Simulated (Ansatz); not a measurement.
Calculation: frozen-core CCSD(T)/cc-pVDZ // B3LYP-D3(BJ)/def2-SVP (Ansatz, a first-principles code). The restricted HF reference is unstable towards unrestricted orbitals.

Ansatz 0.2 input:
```yaml
crystal:
  periodic: [false, false, false]
  atoms:
    - { symbol: N, position_ang: [5.032383, 0.448546, 0.024322] }
    - { symbol: C, position_ang: [3.875132, 0.344925, 0.018965] }
    - { symbol: C, position_ang: [2.454719, 0.218315, 0.012102] }
    - { symbol: C, position_ang: [1.738292, -0.923156, 0.443294] }
    - { symbol: C, position_ang: [0.367129, -0.663387, 0.282588] }
    - { symbol: C, position_ang: [-0.668206, -1.545824, 0.596156] }
    - { symbol: C, position_ang: [-2.047484, -1.362774, 0.466072] }
    - { symbol: C, position_ang: [-2.738571, -0.243656, -0.013404] }
    - { symbol: C, position_ang: [-2.251208, 0.980242, -0.487229] }
    - { symbol: C, position_ang: [-0.92469, 1.403954, -0.603979] }
    - { symbol: C, position_ang: [0.247012, 0.717882, -0.279388] }
    - { symbol: C, position_ang: [1.552258, 1.215784, -0.426939] }
    - { symbol: H, position_ang: [2.175973, -1.84109, 0.831296] }
    - { symbol: H, position_ang: [-0.350271, -2.513334, 0.999275] }
    - { symbol: H, position_ang: [-2.670096, -2.204935, 0.780327] }
    - { symbol: H, position_ang: [-3.829018, -0.340654, -0.018711] }
    - { symbol: H, position_ang: [-3.009556, 1.699588, -0.808301] }
    - { symbol: H, position_ang: [-0.778551, 2.412709, -1.004889] }
    - { symbol: H, position_ang: [1.824751, 2.196868, -0.811557] }
basis:
  gaussian: { orbitals: cc-pVDZ }
correlation:
  method: ccsd_t
```

Output:

```
Functional definition: HF
1895 factors; integrals over basis functions are off by at most 1.1e-3 eV
mean field evaluation 1: about -12920.3941 eV, gradient 4.3e1 eV
mean field evaluation 2: about -12921.0038 eV, gradient 4.3e1 eV
mean field evaluation 4: about -12926.6575 eV, gradient 9.9e0 eV
mean field evaluation 8: about -12926.9200 eV, gradient 5.9e-1 eV
mean field evaluation 16: about -12926.9225 eV, gradient 2.4e-6 eV
mean field -12926.92251760 eV, -475.0556403390 hartree, gradient 2.4e-6 eV, S^2 0.000000; 0 other end points of the search recorded, 0 dependent functions left out; unrestricted orbitals would lower it
12 core orbitals not correlated
reference -12926.92251760 eV, -475.0556403390 hartree; 28, 28 occupied and 163, 163 virtual orbitals, 1895 factors
second order -42.98980856 eV of doubles, -0.00000000 eV of singles
cycle   1  -42.25676367 eV  change    7.3e-1 eV  update   1.9e-1
cycle   2  -43.61536396 eV  change    -1.4e0 eV  update   7.2e-2
cycle   3  -43.96986493 eV  change   -3.5e-1 eV  update   3.3e-2
cycle   4  -44.01375518 eV  change   -4.4e-2 eV  update   1.3e-2
cycle   5  -44.01480829 eV  change   -1.1e-3 eV  update   7.8e-3
cycle   6  -44.01910287 eV  change   -4.3e-3 eV  update   3.2e-3
cycle   7  -44.01877516 eV  change    3.3e-4 eV  update   1.5e-3
cycle   8  -44.01800168 eV  change    7.7e-4 eV  update   6.2e-4
cycle   9  -44.01803603 eV  change   -3.4e-5 eV  update   2.6e-4
cycle  10  -44.01813642 eV  change   -1.0e-4 eV  update   9.5e-5
cycle  11  -44.01789810 eV  change    2.4e-4 eV  update   5.5e-5
cycle  12  -44.01797217 eV  change   -7.4e-5 eV  update   2.3e-5
cycle  13  -44.01792839 eV  change    4.4e-5 eV  update   1.1e-5
perturbative correction -2.24503716 eV, -0.0825035940 hartree
Total energy: -12973.18548315 eV, -476.7557729648 hartree
```

Cost: about 20 core-minutes (a rough figure).
